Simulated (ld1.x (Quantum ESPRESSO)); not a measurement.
# Before and after: TM potential for iodine

```
Element                 : iodine
Generator               : ld1.x (Quantum ESPRESSO) 7.5
Type                    : norm-conserving Troullier–Martins (Kleinman–Bylander form)
Functional              : LDA (PZ)
Relativity              : scalar-relativistic
Frozen core             : [Kr]
Valence charge          : 17
Reference configuration : 4d10 5s1 5p6
Partial waves           : 5s (bound): rc 1.50 bohr; 5p (bound): rc 1.45 bohr; 4d (bound): rc 1.40 bohr
Local potential         : all-electron potential smoothed inside 1.25 bohr (lloc = -1)
Core correction         : Bessel-smoothed model core inside 0.85 bohr
```

Change: local potential the s channel.

Cutoffs: the cutoffs (Ry, on a coarse ladder) from which the occupation-weighted sum of valence levels, in a spherical-Bessel basis at the reference potential, stays within 10 and 1 mRy of its value at 400 Ry; they do not see the model core or the augmentation charge, which bear on the density cutoff. Errors are all-electron minus pseudo energies relative to the spin-unpolarised reference configuration.

**Question.** How do hardness, ghosts and transferability respond?

**Answer.** The potential gets neither clearly harder nor softer (120 Ry and 200 Ry → 120 Ry and 200 Ry); the bound ghosts move from p, s to p; of the 9 tests that both files solve, the error grows in 1 and shrinks in 7 by more than 15 % and 0.3 meV (median size 10.9 → 3.0 meV); the range in which the s phases agree narrows (upper end 3.7 → 1.8); the range in which the p phases agree widens (upper end 0.3 → at the end of the scan). In the separable form a ghost depends on how the local part lies against the semilocal potential of the channel, so the choice of the local part can create or remove one.

```tsv
quantity	base	changed
cutoff, loose	120 Ry	120 Ry
cutoff, tight	200 Ry	200 Ry
bound ghosts	s, p	p
error for 4d10 5s2 5p5, meV [ΔE -10.51 eV]	-9.1	-0.5
error for 4d10 5s2 5p4, meV [ΔE 0.79 eV]	-10	-5.1
error for 4d10 5s2 5p3, meV [ΔE 20.86 eV]	-58	-7.4
error for 4d9 5s2 5p5, meV [ΔE 47.80 eV]	-1096	-357
error for 4d9 5s2 5p6, meV [ΔE 35.26 eV]	-979	-374
error for 4d10 5s1 5p5, meV [ΔE 11.86 eV]	-30	-1.1
error for 4d10 5s2 5p4.5, meV [ΔE -5.90 eV]	-3.0	-3.0
error for 4d10 5s1 5p6 (spin-polarised), meV [ΔE -0.16 eV]	-0.1	+0.4
error for 4d10 5s2 5p5 (spin-polarised), meV [ΔE -10.63 eV]	-11	-0.6
s: phases at 1.65 bohr within 0.05 rad from the reference energy up to (Ry; the scan ends near 5)	3.7	1.8
p: phases at 1.65 bohr within 0.05 rad from the reference energy up to (Ry; the scan ends near 5)	0.3	to the end of the scan
d: phases at 1.65 bohr within 0.05 rad from the reference energy up to (Ry; the scan ends near 5)	3.4	-0.3
```

 A true bound ghost makes a file unfit for plane-wave use even where its test errors are small: the radial tests pick states by their node count and pass the ghost by.
